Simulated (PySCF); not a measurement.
## Computed properties of F2H2OSeSi, SMILES O[Si]([SeH])(F)F

Si(F)2(OH)(SeH) (F₂H₂OSeSi), SMILES O[Si](F)(F)[SeH]. Coordinates come from a B3LYP-D3(BJ)/def2-SVP optimisation. This is a generated structure with no PubChem entry under its InChIKey; it may be hypothetical. Other conformers were not sampled. All values are computed for the isolated molecule unless a solvent is named; none is compared with measurement here.

**Structure.** All 15 harmonic modes at B3LYP-D3(BJ)/def2-SVP (PySCF) are real, so it is a minimum. With heavy atoms numbered as in [OH:1][Si:2]([F:3])([F:4])[SeH:5], the shortest bond between them is Si2–F4 at 1.606 Å and the longest Si2–Se5 at 2.263 Å.

**Vibrations.** The strongest infrared lines (harmonic, unscaled, degenerate partners summed) lie at 783 cm⁻¹ (227 km/mol, H 78 %, O 14 %), 834 cm⁻¹ (207 km/mol, F 48 %, Si 29 %, O 23 %), 979 cm⁻¹ (160 km/mol, Si 50 %, F 47 %). The softest mode is at 146 cm⁻¹ and the zero-point energy is 18.1 kcal/mol.

**Electronic structure.** CAM-B3LYP/def2-TZVP (PySCF) places the frontier levels at -9.10 and 0.70 eV, a gap of 9.80 eV, and gives a dipole moment of 2.72 D and a mean polarisability of 49.7 bohr³. PBE/def2-TZVP (PySCF) at the same geometry gives -6.57 and -1.19 eV, so its gap is 4.42 eV narrower. An orbital gap is neither the optical nor the fundamental gap.

**Excitations.** TDDFT-PBE0/def2-SVPD (PySCF) has S1 at 5.68 eV (218 nm, f = 0.002, weak); the most intense of the 10 singlets computed lies at 8.37 eV (f = 0.28). T1 (TDA) is at 5.19 eV. TDDFT-PBE/def2-SVPD (PySCF) puts S1 at 5.38 eV. No vertical singlet excitation falls in the visible range (under 3.1 eV).

**NMR.** GIAO shifts at B3LYP/pcSseg-1 (PySCF) (non-relativistic, atoms alike by connectivity averaged): ¹H from 1.0 to 2.9 ppm against TMS; ²⁹Si at -37.9 ppm against TMS; ¹⁹F at -131.8 ppm against CFCl3.
